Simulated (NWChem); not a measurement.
# PbHF, singlet; SMILES [F][PbH]

Program: NWChem. Low-valent species are run as closed-shell singlets; no triplet was tried in these runs. Geometry: optimised at PBE0-D3(BJ)/def2-TZVP. def2 effective core potentials on Pb; no spin-orbit coupling. Ions are spin-unrestricted doublets at the neutral geometry; other ion states weren't tried. Functional: LC-ωPBE (HJS hole) with def2-SVP; rows give the range parameter ω in 1/bohr.

```
range parameter (1/bohr)  vertical ionisation energy, ΔSCF (eV)  −ε(HOMO) (eV)  ΔSCF minus −ε(HOMO) (eV)
------------------------  -------------------------------------  -------------  ------------------------
0.05                                                       9.17           6.55                      2.62
0.10                                                       9.18           7.23                      1.95
0.20                                                       9.25           8.27                      0.98
0.25                                                       9.30           8.65                      0.65
0.35                                                          …              …                         …
```

**Question.** What belongs in the gaps?

**Answer.** 
- 0.35, vertical ionisation energy, ΔSCF (eV): 9.41
- 0.35, −ε(HOMO) (eV): 9.23
- 0.35, ΔSCF minus −ε(HOMO) (eV): 0.18
